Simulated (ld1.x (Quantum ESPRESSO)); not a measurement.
## Cd (Z = 48), TM semilocal: configuration errors across variants

```json
{"Element": "cadmium", "Generator": "ld1.x (Quantum ESPRESSO) 7.5", "Type": "norm-conserving Troullier–Martins (semilocal form)", "Functional": "PBEsol", "Relativity": "scalar-relativistic", "Frozen core": "[Ar] 3d10", "Valence charge": "20", "Reference configuration": "4s2 4p6 4d10 5s2 5p0", "Partial waves": "4s (bound): rc 1.05 bohr; 4d (bound): rc 1.25 bohr; 4p (bound): rc 1.10 bohr", "Local potential": "the p channel", "Core correction": "none"}
```

Occupied shells without a wave of their own: 5s. They enter only through the test configuration that unscreens the potential.

All-electron excitation energies from the reference (eV): (1) 4s2 4p6 4d10 5s1 5p0 9.308; (2) 4s2 4p6 4d10 5s0 5p0 26.404; (3) 4s2 4p6 4d9 5s0 5p0 64.402; (4) 4s2 4p6 4d10 5s0 5p2 9.766; (5) 4s2 4p5 4d10 5s2 5p0 74.128; (6) 4s2 4p6 4d9 5s2 5p1 12.646; (7) 4s2 4p6 4d10 5s0 5p1 15.157.

A semilocal file is local in each channel, so a ghost entry of none says nothing of the separable form that plane-wave codes build from it.

For the base: The 5s level has no wave, so the channel is fitted at the deeper level alone: the likely source of the large errors.

The file “all radii scaled by about 1.14 (s 1.20, p 1.24, d 1.42 bohr)” misses its own reference levels by 0.6 eV. The file “all radii scaled by about 1.22 (s 1.28, p 1.34, d 1.54 bohr)” misses its own reference levels by 1.0 eV. The file “all radii scaled by about 1.31 (s 1.38, p 1.44, d 1.64 bohr)” misses its own reference levels by 1.7 eV. The file “all radii scaled by about 1.36 (s 1.42, p 1.50, d 1.70 bohr)” misses its own reference levels by 2.0 eV.

Errors AE − PS in meV (a dash: test not solved or not reliable):

```csv
change,(1),(2),(3),(4),(5),(6),(7),bound ghosts
base,-295,-740,-1051,-458,-32,+54,-566,none
"all radii scaled by about 0.78 (s 0.82, p 0.86, d 0.96 bohr)",-142,-357,-505,-206,-30,+37,-262,none
"all radii scaled by about 0.85 (s 0.90, p 0.94, d 1.06 bohr)",-135,-338,-480,-198,-33,+32,-250,none
"all radii scaled by about 0.89 (s 0.94, p 0.98, d 1.12 bohr)",-144,-362,-514,-214,-34,+33,-269,none
"all radii scaled by about 1.14 (s 1.20, p 1.24, d 1.42 bohr)",-764,-1910,-2696,-1250,-28,+103,-1510,none
"all radii scaled by about 1.22 (s 1.28, p 1.34, d 1.54 bohr)",-1324,-3302,-4632,-2184,-34,+172,-2624,none
"all radii scaled by about 1.31 (s 1.38, p 1.44, d 1.64 bohr)",-2194,-5453,-7576,-3750,-54,+222,-4429,none
"all radii scaled by about 1.36 (s 1.42, p 1.50, d 1.70 bohr)",-2625,-6496,-9065,-4437,-189,+197,-5254,none
```

**Question.** Give the same row for: all radii scaled by about 1.07 (s 1.12, p 1.18, d 1.34 bohr).

**Answer.** -430, -1077, -1527, -678, -32, +73, -832; bound ghosts: none.
